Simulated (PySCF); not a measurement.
Cd(NH2)(OSiH3), SMILES [NH2][Cd][O][SiH3] (H5CdNOSi), PBE0/def2-SVP optimised geometry.

```
9

Cd     1.07     0.72     0.00
N      3.06     0.72     0.00
H      3.45     0.24    -0.81
H      3.45     0.24     0.81
O     -0.88     0.96     0.00
Si    -2.20    -0.01     0.01
H     -2.30    -0.86    -1.22
H     -3.45     0.81     0.09
H     -2.20    -0.96     1.18
```

Density from PBE0/def2-TZVP, def2 effective core potentials past Kr (PySCF 2.14.0) at that geometry. The core electrons that the potentials of Cd replace are not part of the density.

Minimum of the electron density along straight lines between bonded atoms, close to the bond critical point (lines longer than 1.1 times the sum of covalent radii, or with two minima, are not listed):

| bond | length / Å | ρ at the minimum / e bohr⁻³ | ∇²ρ there / e bohr⁻⁵ | position (fraction from the first atom) |
|---|---|---|---|---|
| Cd1–N2 | 1.997 | 0.122 | 0.41 | 0.52 |
| N2–H3 | 1.020 | 0.329 | -1.51 | 0.73 |
| N2–H4 | 1.020 | 0.329 | -1.51 | 0.73 |
| Cd1–O5 | 1.963 | 0.115 | 0.58 | 0.52 |
| O5–Si6 | 1.641 | 0.138 | 0.84 | 0.59 |
| Si6–H7 | 1.503 | 0.118 | 0.14 | 0.49 |
| Si6–H8 | 1.496 | 0.120 | 0.14 | 0.49 |
| Si6–H9 | 1.504 | 0.118 | 0.14 | 0.49 |
